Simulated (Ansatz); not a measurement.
Gas-phase electronic energies from Ansatz, PBE0-D4/def2-TZVP geometries. CCSD(T)/CBS is the MP2 limit (def2-TZVPP, def2-QZVPP) plus CCSD(T) − MP2 in def2-TZVPP, frozen cores. Functionals use def2-TZVPP. Each species was taken in one conformer, which may not be the lowest.

Reaction (isomerisation): `NC1(F)N[SiH2]1` → `N=C[SiH](N)F`

CCSD(T)/CBS gives -320.9 kJ/mol.

**Question.** Another level gave -296.1 kJ/mol. Which?
A. B97M-V/def2-TZVPP
B. PBE0/def2-TZVPP
C. BHLYP/def2-TZVPP
D. r2SCAN/def2-TZVPP

**Answer.** D. r2SCAN -296.1, B97M-V -303.1, BHLYP -322.2, PBE0 -284.7 kJ/mol.

**Question.** What do rigid-rotor, harmonic-oscillator terms from PBE0-D4/def2-TZVP frequencies (298.15 K, 1 bar) make of the CCSD(T)/CBS value? (Best estimate.)

**Answer.** Ansatz gave: ΔZPE = +4.4 kJ/mol, ΔH = -314.1 kJ/mol, ΔS = 21 J/(mol·K), ΔG = -320.4 kJ/mol.

Largest T1 diagnostic among the species: 0.013.

From PBE to PBE0 (25 % exact exchange), in def2-TZVPP and without D4, ΔE moves by −6.9 kJ/mol. In def2-TZVPP, CCSD(T) changes the Hartree–Fock value by +27.5 kJ/mol (the triples alone add +3.8 kJ/mol) and MP2 by +28.1 kJ/mol. Leaving LDA and LC-ωPBE aside and taking each functional with its dispersion term where it has one, the values, not all of them listed here, spread over 44.8 kJ/mol, from BHLYP-D4 to PBE-D4. LDA lies +31.6 kJ/mol from PBE without D4.

CCSD(T)/CBS has its own doubt, a few kJ/mol and more with outer-core shells, so smaller differences from it don't rank the levels.
